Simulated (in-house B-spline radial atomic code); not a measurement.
# How G0W0 and RPA depend on the start: In¹⁹⁺

Configuration [Ar] 3d10 4s2. Computed with an all-electron radial atomic-structure program (B-spline basis): all electrons, non-relativistic, point nucleus, each spin shell either full or empty, empty states to l = 9 with an (l + 1/2)⁻⁴ tail; G0W0 by contour deformation at full frequency.

Without relativity these are model numbers: it shifts the levels of so heavy an element strongly and can reorder them.

```tsv
start	mean-field 4s (eV)	G0W0 (eV)	QP weight	RPA correlation (Eh)
Hartree-Fock	-545.70	?	?	?
PBE	-536.12	-549.62	0.977	-2.3779
r2SCAN	-536.09	-549.55	0.978	-2.3555
PBE0	-538.81	-549.43	0.980	-2.34
B3LYP (VWN-RPA)	-538.79	?	?	?
```

**Question.** What G0W0 level, weight and RPA correlation energy follow from the B3LYP (VWN-RPA) start?

**Answer.** G0W0 level -549.49 eV, weight 0.979, RPA correlation -2.348 hartree.

**Question.** What G0W0 level, weight and RPA correlation energy follow from the Hartree-Fock start?

**Answer.** G0W0 level -548.98 eV, weight 0.986, RPA correlation -2.2421 hartree.

**Question.** How much of the dependence on the start does G0W0 remove?

**Answer.** The mean-field levels span 9.62 eV and the G0W0 levels 0.636 eV. Against 560 ± 4 eV (NIST, tabulated theory) the G0W0 removal energies are off by -11.02 to -10.38 eV, with relativity, Breit and QED terms left out.
